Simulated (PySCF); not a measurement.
`C#C[Si@H](Cl)O[SiH3]`. The calculation used PBE0-D3(BJ)/def2-SVP geometry optimisation, gas phase (PySCF 2.14.0).

```
atom  x, y, z in Å
C1    -3.2502    2.8553    0.1720
C2    -2.3508    3.4610    0.7235
Si3   -0.9940    4.3518    1.5590
Cl4   -0.6505    6.0868    0.5020
O5     0.3664    3.4386    1.5671
Si6    1.4928    2.6867    0.5923
H7    -4.0475    2.3250   -0.3189
H8    -1.3495    4.7009    2.9497
H9     0.8961    1.4609   -0.0127
H10    2.6532    2.3168    1.4476
H11    1.9283    3.6173   -0.4891
```

(1) Give the dihedral angles C2–Si3–O5–Si6, Si3–O5–Si6–H10, Si3–O5–Si6–H9.

(2) Which two atoms are farthest apart?

(3) Work out the bond lengths C1≡C2, C1–H7, Si3–O5, O5–Si6, Si6–H10 in bohr.

(4) What is the repulsion energy of the bare nuclei, Σ ZA·ZB/RAB?

(5) Where is the centre of mass (commonest isotopes), and what is the radius of gyration?

(6) What are the angles C2–C1–H7, C2–Si3–H8, C2–Si3–Cl4, Cl4–Si3–H8, Cl4–Si3–O5, Si3–O5–Si6, O5–Si6–H9?

(7) How far apart are these pairs, which share no bond: Cl4···H10, O5···H11, H8···H9, H9···H10?

(8) Write the matrix of distances between heavy atoms (Å, lower triangle).

Answers

(1) C2–Si3–O5–Si6 61° (synclinal); Si3–O5–Si6–H10 166° (antiperiplanar); Si3–O5–Si6–H9 -74° (synclinal). Dihedral signs follow IUPAC: positive where, seen along the central bond, the front bond turns clockwise onto the rear one.

(2) H7···H10, 6.93 Å; the next longest distance is 6.12 Å.

(3) For C1≡C2 the difference vector is (0.8994, 0.6057, 0.5515) Å, of length 1.2165 Å. 1 bohr = 0.529177 Å. C1≡C2 2.299; C1–H7 2.033; Si3–O5 3.096; O5–Si6 3.153; Si6–H10 2.812 bohr.

(4) 402.32 Eh over 55 pairs, with full nuclear charges and distances in bohr; the largest single term is 61.12 Eh (Si3 with Cl4).

(5) Mass 135.957 u; centre at (-0.515, 4.083, 0.862) Å; Rg = √(Σ m r²/M) = 2.060 Å. As Ia + Ib + Ic = 2 Σ m r², the three principal moments sum to 1153.7 u·Å².

(6) From the scalar product of the two bond vectors; for C2–C1–H7 it is -1.3090 Å² over 1.2165 × 1.0761 Å², cos θ = -0.999982. C2–C1–H7 179.7°; C2–Si3–H8 111.6°; C2–Si3–Cl4 107.5°; Cl4–Si3–H8 108.9°; Cl4–Si3–O5 109.5°; Si3–O5–Si6 144.0°; O5–Si6–H9 109.7°.

(7) Cl4···H10 5.101 Å (4 bonds apart); O5···H11 2.588 Å (2 bonds apart); H8···H9 4.931 Å (4 bonds apart); H9···H10 2.440 Å (2 bonds apart).

(8) 
```
C1    0.000
C2    1.217  0.000
Si3   3.042  1.826  0.000
Cl4   4.161  3.136  2.060  0.000
O5    3.920  2.845  1.639  3.030  0.000
Si6   4.765  3.923  3.145  4.020  1.669  0.000
```

No PBE0-D3(BJ)/def2-SVP frequencies stand behind this structure, so it isn't proved a minimum. One conformer, not necessarily the lowest.
